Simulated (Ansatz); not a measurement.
`[SiH3]C[SiH](Cl)Cl` + CH₃OH → `CO[SiH3]` + `C[SiH](Cl)Cl`  (ligand exchange at the Si–C bond)

Program: Ansatz. Geometries: PBE0-D4/def2-TZVP. ΔE: electronic, gas phase. CCSD(T)/CBS adds triple-zeta CCSD(T) − MP2 to the extrapolated MP2 energy (def2 sets, frozen cores). This one scheme is used for every species. Functionals use def2-TZVPP. One conformer a species, not always the lowest.

`[SiH3]C[SiH](Cl)Cl`:

```xyz
11

Si    0.320    1.578    0.321
C     0.394   -0.282    0.595
Si   -0.439   -1.289   -0.707
Cl   -2.394   -0.706   -0.894
Cl   -0.395   -3.278   -0.217
H     1.291    2.256    1.220
H     0.673    1.897   -1.088
H    -1.044    2.087    0.606
H     1.443   -0.596    0.627
H    -0.047   -0.520    1.568
H     0.199   -1.147   -2.031
```

CH₃OH:

Cartesian coordinates in Å:
```
C 0.162 0.236 -0.211
O -0.142 -1.032 0.322
H 0.917 0.085 -0.984
H 0.577 0.918 0.541
H -0.709 0.715 -0.676
H -0.805 -0.923 1.007
```

`CO[SiH3]`:

Cartesian coordinates in Å:
```
C -0.540 0.870 0.898
O 0.638 0.322 0.354
Si 0.614 -0.811 -0.834
H -1.135 1.382 0.133
H -0.258 1.597 1.661
H -1.163 0.099 1.366
H 2.027 -1.130 -1.140
H -0.075 -0.292 -2.049
H -0.108 -2.036 -0.387
```

`C[SiH](Cl)Cl`:

Cartesian coordinates in Å:
```
C -0.085 -0.737 0.717
Si 0.010 0.664 -0.483
Cl -1.023 0.190 -2.187
Cl 1.966 1.024 -0.976
H 0.468 -0.491 1.627
H -1.127 -0.935 0.981
H 0.343 -1.642 0.282
H -0.553 1.926 0.038
```

(1) Is it downhill or uphill in electronic energy at CCSD(T)/CBS, and by how much? (Estimate.)

(2) What do these levels give: LDA (SPW92), r2SCAN-D4, r2SCANh-D4, CAM-B3LYP-D4, PBE0, BHLYP, CCSD/def2-SVP, CCSD(T)/def2-SVP, MP2/def2-TZVPP, CCSD/def2-TZVPP, CCSD(T)/def2-TZVPP, HF/CBS(def2)? (Estimate.)

Largest T1 diagnostic among the species: 0.011.

Answers

(1) Computed: Downhill: ΔE = -83.4 kJ/mol.

(2) Ansatz gave: LDA (SPW92) -76.4, r2SCAN-D4 -85.1, r2SCANh-D4 -84.9, CAM-B3LYP-D4 -91.5, PBE0 -80.0, BHLYP -98.0, CCSD/def2-SVP -80.8, CCSD(T)/def2-SVP -79.1, MP2/def2-TZVPP -85.1, CCSD/def2-TZVPP -86.7, CCSD(T)/def2-TZVPP -83.9, HF/CBS(def2) -106.8 kJ/mol.

In def2-TZVPP, CCSD(T) changes the Hartree–Fock value by +21.3 kJ/mol (the triples alone add +2.8 kJ/mol) and MP2 by +20.2 kJ/mol. At CCSD(T), def2-SVP lies +4.3 kJ/mol from the extrapolated value and def2-TZVPP −0.5 kJ/mol.
